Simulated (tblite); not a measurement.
Compound: C3H9NO3Si.
Structure used (GFN2-xTB), in Å, numbered top down from 1:
```xyz
17
C3H9NO3Si angstrom
C     -0.1710    2.8410    0.2515
O     -0.6151    1.6177    0.7619
Si     0.1556    0.2040    0.6473
N     -1.0709   -0.8201    1.3744
C     -0.9016   -2.1458    1.4198
O      0.0574   -2.7147    0.9550
O      0.4216   -0.0692   -0.9158
C      1.0201   -1.1489   -1.5924
H      0.1115    2.7419   -0.7969
H      0.6935    3.1949    0.8166
H     -0.9842    3.5607    0.3462
H      1.3688    0.1303    1.4541
H     -1.8918   -0.4257    1.8027
H     -1.7214   -2.6969    1.9173
H      0.5279   -1.2479   -2.5603
H      0.9118   -2.0700   -1.0220
H      2.0806   -0.9392   -1.7433
```

Computed values, GFN2-xTB/tblite, gas phase, harmonic and unscaled. The method is semi-empirical: single wavenumbers can be off by several per cent or more. Modes of hydrogen on silicon can be 10 to 20 % off. One conformer, not necessarily the lowest.

Harmonic wavenumbers (cm⁻¹): 59.0, 89.2, 100.0, 106.4, 117.9, 141.7, 160.3, 178.7, 213.4, 272.6, 337.3, 342.1, 563.5, 643.0, 705.8, 728.6, 763.4, 795.4, 847.8, 937.0, 1130.9, 1132.9, 1139.7, 1142.8, 1148.1, 1164.8, 1171.9, 1360.4, 1386.1, 1409.6, 1412.0, 1466.7, 1474.9, 1477.2, 1486.9, 1749.4, 2297.7, 2772.2, 2959.2, 2969.9, 2981.4, 2990.7, 2992.2, 3013.4, 3480.1.

A = 2625, B = 1273, C = 908.9 MHz; mass 135.035 u (most abundant isotopes); point group C1, symmetry number 1.

**Question.** Zero-point energy?

**Answer.** ½Σν̃ = 27907 cm⁻¹ = 333.84 kJ/mol.

**Question.** Entropy at 350 K, 1 bar (ideal gas, RRHO, classical rotation)?

**Answer.** Translation 173.37, rotation 123.54, vibration 166.21: S = 463.1 J/(mol K).

**Question.** And Cp and H(350 K) − H(0)?

**Answer.** Cp = 178.69 J/(mol K), of which vibrations give 145.43 (their classical limit is 45 R = 374.2); H(350 K) − H(0) = 40.70 kJ/mol without the zero-point energy, 29.06 from vibrations.

**Question.** How do the functions run with temperature in this model?

**Answer.** 
```json
{"T (K)": "100", "S (J/(mol K))": "300.7", "Cp (J/(mol K))": "95.1", "H − H(0) (kJ/mol)": "6.20", "G − H(0) (kJ/mol)": "-23.87", "ln q(vib)": "2.01"}
{"T (K)": "200", "S (J/(mol K))": "378.1", "Cp (J/(mol K))": "130.0", "H − H(0) (kJ/mol)": "17.57", "G − H(0) (kJ/mol)": "-58.05", "ln q(vib)": "5.44"}
{"T (K)": "300", "S (J/(mol K))": "436.9", "Cp (J/(mol K))": "162.3", "H − H(0) (kJ/mol)": "32.17", "G − H(0) (kJ/mol)": "-98.89", "ln q(vib)": "8.55"}
{"T (K)": "500", "S (J/(mol K))": "534.6", "Cp (J/(mol K))": "223.1", "H − H(0) (kJ/mol)": "70.94", "G − H(0) (kJ/mol)": "-196.35", "ln q(vib)": "14.09"}
{"T (K)": "800", "S (J/(mol K))": "654.0", "Cp (J/(mol K))": "284.8", "H − H(0) (kJ/mol)": "147.91", "G − H(0) (kJ/mol)": "-375.31", "ln q(vib)": "21.41"}
{"T (K)": "1000", "S (J/(mol K))": "720.7", "Cp (J/(mol K))": "312.0", "H − H(0) (kJ/mol)": "207.74", "G − H(0) (kJ/mol)": "-512.93", "ln q(vib)": "25.78"}
```

q(vib) and H(0) count from the zero-point level.

**Question.** Which modes carry the vibrational entropy at 350 K?

**Answer.** 59.0 cm⁻¹: 20.11; 89.2 cm⁻¹: 16.70; 100.0 cm⁻¹: 15.76; 106.4 cm⁻¹: 15.26; 117.9 cm⁻¹: 14.42; 141.7 cm⁻¹: 12.92 J/(mol K); the other 39 give 71.04 together.

Hindered rotation and anharmonicity are outside this model. Other conformers, if any are populated, would add a mixing term that is left out. The structure is chiral; the term R ln 2 for an equal mix with its mirror image is left out.
